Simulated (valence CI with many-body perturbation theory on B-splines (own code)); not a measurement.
Level structure of Cd7+

Computed by configuration interaction combined with many-body perturbation theory (CI+MBPT): five valence electrons over a frozen Dirac-Fock core [Kr], radial functions for each j: 7 s, 7 p, 8 d, 6 f, 4 g, 1 h, with the one-electron correlation potential Σ1, the two-electron term Σ2, the three-electron term Σ3, Breit, model QED; selected CI, second order for the rest, scaled by the run's own slope (own B-spline code, finite nucleus).

No measured levels were compared; by estimate terms of the open shell hold to 2 to 4 % of their energy, and close levels can change places; different configurations can be misplaced against each other by 1,000 to 8,000 cm⁻¹. Among the levels kept, up to 1300 cm⁻¹ of a level comes from second order outside the variational space, and about a tenth of that is noise between levels of different J, which matters for small intervals. The list stops below the first excitations out of the core. Only levels of the ground parity were solved; by the run's estimate the other parity begins above the list, which can be wrong where configurations are misplaced.

Levels 46 to 76 of 76, with energies above the lowest level, 4d⁵ ⁶S_5/2. "Leading %" is the weight of the configuration and term that name the level; weights of strongly mixed levels are sums over their largest components and can fall short. In the jj column 3d3/2^4 stands for four electrons in 3d with j = 3/2. Lifetimes count E1, E2, E3, M1 and M2 decay at the calculated energies, and are blank where another channel may lead or the interval is too uncertain; long ones can be off by a factor of two.

| No. | Configuration | Term | J | E (eV) | Leading % | g | Lifetime | Leading jj |
| --- | --- | --- | --- | --- | --- | --- | --- | --- |
| 46 | 4d⁴5s | ⁴D | 7/2 | 40.234 | 86 | 1.386 | 2.52 μs | 4d3/2^2 4d5/2^2 5s (36 %) |
| 47 | 4d⁴5s | ⁴P | 1/2 | 40.794 | 78 | 2.482 | 5.19 μs | 4d3/2^2 4d5/2^2 5s (39 %) |
| 48 | 4d⁴5s | ⁴H | 7/2 | 40.802 | 75 | 0.760 | 5.48 μs | 4d3/2^3 4d5/2 5s (46 %) |
| 49 | 4d⁴5s | ⁴H | 9/2 | 40.892 | 64 | 1.042 | 5.50 μs | 4d3/2^3 4d5/2 5s (48 %) |
| 50 | 4d⁴5s | ⁴H | 11/2 | 41.185 | 82 | 1.150 | 5.68 μs | 4d3/2^2 4d5/2^2 5s (89 %) |
| 51 | 4d⁴5s | ⁴G | 5/2 | 41.340 | 57 | 0.774 | 5.46 μs | 4d3/2^2 4d5/2^2 5s (57 %) |
| 52 | 4d⁴5s | ⁴H | 13/2 | 41.420 | 91 | 1.219 | 5.53 μs | 4d3/2^2 4d5/2^2 5s (66 %) |
| 53 | 4d⁴5s | ⁴P | 3/2 | 41.456 | 86 | 1.683 | 5.25 μs | 4d3/2^2 4d5/2^2 5s (49 %) |
| 54 | 4d⁴5s | ⁴F | 7/2 | 41.476 | 40 | 1.062 | 5.17 μs | 4d3/2^2 4d5/2^2 5s (51 %) |
| 55 | 4d⁴5s | ⁴F | 3/2 | 41.525 | 91 | 0.443 | 5.29 μs | 4d3/2^2 4d5/2^2 5s (56 %) |
| 56 | 4d⁴5s | ⁴F | 9/2 | 41.621 | 44 | 1.176 | 4.84 μs | 4d3/2^2 4d5/2^2 5s (36 %) |
| 57 | 4d⁴5s | ⁴F | 5/2 | 41.855 | 48 | 0.883 | 4.78 μs | 4d3/2^2 4d5/2^2 5s (42 %) |
| 58 | 4d⁴5s | ²H | 9/2 | 42.109 | 43 | 1.048 | 3.64 μs | 4d3/2^2 4d5/2^2 5s (80 %) |
| 59 | 4d⁴5s | ⁴P | 5/2 | 42.157 | 69 | 1.519 | 5.17 μs | 4d3/2^2 4d5/2^2 5s (57 %) |
| 60 | 4d⁴5s | ⁴F | 7/2 | 42.167 | 45 | 1.099 | 5.21 μs | 4d3/2^2 4d5/2^2 5s (51 %) |
| 61 | 4d⁴5s | ⁴G | 11/2 | 42.181 | 42 | 1.153 | 3.90 μs | 4d3/2^2 4d5/2^2 5s (66 %) |
| 62 | 4d⁴5s | ²P | 1/2 | 42.211 | 68 | 0.665 | 3.02 μs | 4d3/2^2 4d5/2^2 5s (64 %) |
| 63 | 4d⁴5s | ⁴F | 9/2 | 42.257 | 32 | 1.134 | 3.80 μs | 4d3/2^2 4d5/2^2 5s (66 %) |
| 64 | 4d⁴5s | ²G | 7/2 | 42.550 | 39 | 1.072 | 3.00 μs | 4d3/2 4d5/2^3 5s (42 %) |
| 65 | 4d⁴5s | ⁴G | 11/2 | 42.599 | 41 | 1.146 | 3.74 μs | 4d3/2 4d5/2^3 5s (69 %) |
| 66 | 4d⁴5s | ⁴D | 7/2 | 42.736 | 76 | 1.348 | 4.17 μs | 4d3/2^2 4d5/2^2 5s (50 %) |
| 67 | 4d⁴5s | ²F | 5/2 | 42.775 | 45 | 1.079 | 3.59 μs | 4d3/2 4d5/2^3 5s (38 %) |
| 68 | 4d⁴5s | ⁴D | 3/2 | 42.786 | 68 | 1.191 | 4.02 μs | 4d3/2^2 4d5/2^2 5s (49 %) |
| 69 | 4d⁴5s | ²G | 7/2 | 43.025 | 71 | 0.967 | 3.20 μs | 4d3/2^2 4d5/2^2 5s (59 %) |
| 70 | 4d⁴5s | ⁴D | 5/2 | 43.033 | 42 | 1.188 | 3.71 μs | 4d3/2 4d5/2^3 5s (54 %) |
| 71 | 4d⁴5s | ⁴D | 1/2 | 43.153 | 81 | 0.186 | 4.13 μs | 4d3/2 4d5/2^3 5s (77 %) |
| 72 | 4d⁴5s | ²I | 13/2 | 43.237 | 91 | 1.088 | 4.06 μs | 4d3/2 4d5/2^3 5s (66 %) |
| 73 | 4d⁴5s | ²G | 9/2 | 43.368 | 87 | 1.103 | 2.74 μs | 4d3/2 4d5/2^3 5s (71 %) |
| 74 | 4d⁴5s | ²I | 11/2 | 43.390 | 72 | 0.968 | 3.62 μs | 4d3/2 4d5/2^3 5s (85 %) |
| 75 | 4d⁴5s | ²P | 3/2 | 43.391 | 57 | 1.240 | 2.98 μs | 4d3/2 4d5/2^3 5s (46 %) |
| 76 | 4d⁴5s | ²D | 5/2 | 43.746 | 79 | 1.163 | 2.82 μs | 4d3/2^2 4d5/2^2 5s (37 %) |

Names give the largest LS component (configuration and term), which can be under half, so a name can repeat, a term be missing and a line seem to break the LS rules; names also repeat where a configuration has a term twice.

Where two levels of one J and parity lie close, their mixing, g and order are uncertain.
